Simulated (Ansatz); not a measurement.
Name a neutral molecule of C, Si and H with size of the dipole moment (B3LYP/def2-TZVPP) between 1.25 and 1.55 D and HOMO–LUMO gap (B3LYP/def2-TZVPP) between 3.30 and 3.60 eV (Ansatz, PBE0-D4/def2-TZVP geometry).

`CC[Si]C` (1.33 D, 3.48 eV); `CC[Si]CC` (1.40 D, 3.44 eV); `CC(C)[Si]C(C)C` (1.40 D, 3.35 eV). Other molecules can fit too; these were computed, each in one conformer that needn't be the lowest.

B3LYP here is the variant with VWN-RPA as its local correlation; programs differ in this.
